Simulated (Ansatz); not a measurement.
Ansatz (a first-principles code) input (B3LYP-D3(BJ)/def2-TZVP):

Ansatz 0.2 input:
```yaml
crystal:
  periodic: [false, false, false]
  atoms:
    - {symbol: W, position_ang: [-0.00023426, 0.00014543, -0.00022207]}
    - {symbol: O, position_ang: [1.33006556, 0.25058317, -1.23724597]}
    - {symbol: H, position_ang: [2.02477416, 0.37992153, -1.87988999]}
    - {symbol: O, position_ang: [-1.32864565, -0.25146470, 1.23859200]}
    - {symbol: H, position_ang: [-2.01879838, -0.38363149, 1.88555486]}
basis:
  gaussian:
    orbitals: def2-TZVP
hamiltonian:
  xc: b3lyp
  dispersion: d3bj
magnetization: {spin_polarized: true, initial_magnetization: 2}
phonons: {temperatures: {t_min: 298.15, t_max: 298.15, t_step: 100}}
```

Output:

```
Functional definition: B3LYP
integrals: 0.03 GiB planned
783 factors; their error is unknown
mean field: 0.42 GiB planned
mean field evaluation 1: about -5945.8056 eV, gradient 5.5e1 eV
mean field evaluation 2: about -5900.4181 eV, gradient 1.2e2 eV
mean field evaluation 4: about -5954.8994 eV, gradient 6.1e0 eV
mean field evaluation 8: about -5955.0957 eV, gradient 4.0e-2 eV
mean field evaluation 16: about -5955.0957 eV, gradient 2.6e-5 eV
mean field -5955.09572142 eV, -218.8457312533 hartree, gradient 4.6e-5 eV, S^2 2.013214; 4 other end points of the search recorded, 0 dependent functions left out
the calculation of the forces begins
reference -5955.09593382 eV, -218.8457390587 hartree; 17, 15 occupied and 97, 99 virtual orbitals, 783 factors
these checks for a lower state are left out or cut short: stability, starts, cluster_reference, orbital_swaps, neighbouring_geometries, increment
integrals: 0.03 GiB planned
783 factors; their error is unknown
mean field: 0.42 GiB planned
mean field evaluation 32: about -5955.0956 eV, gradient 2.2e-3 eV
mean field -5955.09564993 eV, -218.8457286263 hartree, gradient 2.4e-6 eV, S^2 2.013214; 0 other end points of the search recorded, 0 dependent functions left out
the calculation of the forces begins
reference -5955.09586233 eV, -218.8457364316 hartree; 17, 15 occupied and 97, 99 virtual orbitals, 783 factors
these checks for a lower state are left out or cut short: stability, starts, cluster_reference, orbital_swaps, neighbouring_geometries, increment
integrals: 0.03 GiB planned
783 factors; their error is unknown
mean field: 0.42 GiB planned
mean field -5955.09564934 eV, -218.8457286045 hartree, gradient 2.4e-6 eV, S^2 2.013214; 0 other end points of the search recorded, 0 dependent functions left out
the calculation of the forces begins
reference -5955.09586174 eV, -218.8457364099 hartree; 17, 15 occupied and 97, 99 virtual orbitals, 783 factors
these checks for a lower state are left out or cut short: stability, starts, cluster_reference, orbital_swaps, neighbouring_geometries, increment
integrals: 0.03 GiB planned
783 factors; their error is unknown
mean field: 0.42 GiB planned
mean field -5955.09560148 eV, -218.8457268456 hartree, gradient 2.5e-6 eV, S^2 2.013225; 0 other end points of the search recorded, 0 dependent functions left out
the calculation of the forces begins
reference -5955.09581389 eV, -218.8457346514 hartree; 17, 15 occupied and 97, 99 virtual orbitals, 783 factors
these checks for a lower state are left out or cut short: stability, starts, cluster_reference, orbital_swaps, neighbouring_geometries, increment
integrals: 0.03 GiB planned
783 factors; their error is unknown
mean field: 0.42 GiB planned
mean field -5955.09558306 eV, -218.8457261686 hartree, gradient 2.5e-6 eV, S^2 2.013202; 0 other end points of the search recorded, 0 dependent functions left out
the calculation of the forces begins
reference -5955.09579544 eV, -218.8457339735 hartree; 17, 15 occupied and 97, 99 virtual orbitals, 783 factors
these checks for a lower state are left out or cut short: stability, starts, cluster_reference, orbital_swaps, neighbouring_geometries, increment
integrals: 0.03 GiB planned
783 factors; their error is unknown
mean field: 0.42 GiB planned
mean field evaluation 64: about -5955.0956 eV, gradient 2.5e-6 eV
mean field -5955.09564661 eV, -218.8457285043 hartree, gradient 2.5e-6 eV, S^2 2.013222; 0 other end points of the search recorded, 0 dependent functions left out
the calculation of the forces begins
reference -5955.09585902 eV, -218.8457363100 hartree; 17, 15 occupied and 97, 99 virtual orbitals, 783 factors
these checks for a lower state are left out or cut short: stability, starts, cluster_reference, orbital_swaps, neighbouring_geometries, increment
integrals: 0.03 GiB planned
783 factors; their error is unknown
mean field: 0.42 GiB planned
mean field -5955.09563198 eV, -218.8457279665 hartree, gradient 2.5e-6 eV, S^2 2.013205; 0 other end points of the search recorded, 0 dependent functions left out
the calculation of the forces begins
reference -5955.09584437 eV, -218.8457357716 hartree; 17, 15 occupied and 97, 99 virtual orbitals, 783 factors
these checks for a lower state are left out or cut short: stability, starts, cluster_reference, orbital_swaps, neighbouring_geometries, increment
integrals: 0.03 GiB planned
783 factors; their error is unknown
mean field: 0.42 GiB planned
mean field -5955.09565474 eV, -218.8457288029 hartree, gradient 1.2e-6 eV, S^2 2.013215; 0 other end points of the search recorded, 0 dependent functions left out
the calculation of the forces begins
reference -5955.09586717 eV, -218.8457366094 hartree; 17, 15 occupied and 97, 99 virtual orbitals, 783 factors
these checks for a lower state are left out or cut short: stability, starts, cluster_reference, orbital_swaps, neighbouring_geometries, increment
integrals: 0.03 GiB planned
783 factors; their error is unknown
mean field: 0.42 GiB planned
mean field -5955.09563343 eV, -218.8457280197 hartree, gradient 1.8e-6 eV, S^2 2.013212; 0 other end points of the search recorded, 0 dependent functions left out
the calculation of the forces begins
reference -5955.09584579 eV, -218.8457358239 hartree; 17, 15 occupied and 97, 99 virtual orbitals, 783 factors
these checks for a lower state are left out or cut short: stability, starts, cluster_reference, orbital_swaps, neighbouring_geometries, increment
integrals: 0.03 GiB planned
783 factors; their error is unknown
mean field: 0.42 GiB planned
mean field -5955.09568141 eV, -218.8457297830 hartree, gradient 1.1e-6 eV, S^2 2.013215; 0 other end points of the search recorded, 0 dependent functions left out
the calculation of the forces begins
reference -5955.09589383 eV, -218.8457375893 hartree; 17, 15 occupied and 97, 99 virtual orbitals, 783 factors
these checks for a lower state are left out or cut short: stability, starts, cluster_reference, orbital_swaps, neighbouring_geometries, increment
integrals: 0.03 GiB planned
783 factors; their error is unknown
mean field: 0.42 GiB planned
mean field evaluation 96: about -5955.0957 eV, gradient 1.7e-6 eV
mean field -5955.09566589 eV, -218.8457292125 hartree, gradient 1.7e-6 eV, S^2 2.013213; 0 other end points of the search recorded, 0 dependent functions left out
the calculation of the forces begins
reference -5955.09587826 eV, -218.8457370170 hartree; 17, 15 occupied and 97, 99 virtual orbitals, 783 factors
Total energy: -5955.22107290 eV, -218.8503378354 hartree
Atom 0 at    -0.000234     0.000145    -0.000222 Å, force     0.000150    -0.000093     0.000142 eV/Å
Atom 1 at     1.330066     0.250583    -1.237246 Å, force    -0.000012    -0.000021     0.000055 eV/Å
Atom 2 at     2.024774     0.379922    -1.879890 Å, force    -0.000065     0.000067    -0.000124 eV/Å
Atom 3 at    -1.328646    -0.251465     1.238592 Å, force     0.000059    -0.000008    -0.000011 eV/Å
Atom 4 at    -2.018798    -0.383631     1.885555 Å, force    -0.000131     0.000055    -0.000062 eV/Å
Dipole moment:     0.001675    -0.001040     0.001588 e Å
Vibrations: 59.72 59.81 438.19 438.23 468.30 468.35 753.15 802.86 3941.48 3946.03 cm⁻¹, zero-point energy 0.705229 eV
```

The spin state was set by rule; other spins were not relaxed.
